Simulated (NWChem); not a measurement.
System: diphosphane (P2H4); SMILES PP

Input file for NWChem:

```
start job
memory heap 200 mb stack 900 mb global 1100 mb
geometry units angstroms noautosym nocenter noautoz
  P     -0.000035    -1.132413    -0.052446
  P     -0.000035     1.132413     0.052446
  H      1.028264    -1.283060     0.924219
  H     -1.028442    -1.283038     0.924107
  H      1.028270     1.283059    -0.924213
  H     -1.028437     1.283039    -0.924113
end
basis spherical
  * library pcsseg-1
end
dft
  xc pbe0
  iterations 150
end
property
  shielding 2 1 3
end
task dft property
```

Structure relaxed at the B3LYP/6-31G* (spherical d) level.

GIAO values for the isolated, static molecule; σ is the absolute isotropic shielding, δ = σ(reference) − σ with the isolated reference molecule computed at the same levels (1H: tetramethylsilane, 31P: phosphine).

Atoms are numbered as in the input.

**Question.** Predict the main results of this run. (PBE0/pcSseg-1, GIAO.) Quantities: δ P1 (ppm); δ H3 (ppm).

**Answer.** 
```yaml
"δ P1 (ppm)": 55.7
"δ H3 (ppm)": 2.57
```
